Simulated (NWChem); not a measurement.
Molecule: C₂H₃BF₂O; SMILES O=CB(F)CF

```xyz
9

O     -1.0386     1.7184    -0.4484
C     -0.5172     1.1516     0.4870
B      0.6043     0.0793     0.1172
F      1.8514     0.4915    -0.0497
C      0.2702    -1.4283    -0.1634
F     -1.0245    -1.7466     0.1699
H     -0.8350     1.3821     1.5404
H      0.9696    -2.0814     0.3940
H      0.4439    -1.6464    -1.2360
```
Atoms are numbered in this order, from 1.

All runs: NWChem. Pople sets run with spherical d functions. STO-3G and 3-21G are far too small for this property and stand as cheap habits. Structure relaxed at the PBE0/def2-SVP level. GIAO values for the isolated, static molecule; σ is the absolute isotropic shielding, δ = σ(reference) − σ with the isolated reference molecule computed at the same levels (11B: boron trifluoride, 13C: tetramethylsilane, 19F: trichlorofluoromethane, 1H: tetramethylsilane, 17O: water).

```tsv
level	δ O1 (ppm)	δ B3 (ppm)	δ F4 (ppm)	δ C5 (ppm)	δ H7 (ppm)	δ H8 (ppm)	δ H9 (ppm)
Hartree-Fock/6-31G*	787.0	36.6	-16.0	66.9	11.32	4.15	4.26
LDA (Slater exchange, VWN5)/pcSseg-1	910.9	36.0	-32.0	86.5	12.15	4.91	5.03
B3LYP/6-311G**	…	…	…	…	11.63	…	…
B3LYP/6-31G*	753.5	34.5	-30.6	72.4	11.66	4.30	4.39
Hartree-Fock/STO-3G	834.1	37.7	87.1	49.8	12.53	2.32	2.21
```

Question: Some entries are withheld; supply them.

Answer: 
- B3LYP/6-311G**, δ O1 (ppm): 862.5
- B3LYP/6-311G**, δ B3 (ppm): 35.0
- B3LYP/6-311G**, δ F4 (ppm): -39.1
- B3LYP/6-311G**, δ C5 (ppm): 78.3
- B3LYP/6-311G**, δ H8 (ppm): 4.41
- B3LYP/6-311G**, δ H9 (ppm): 4.52
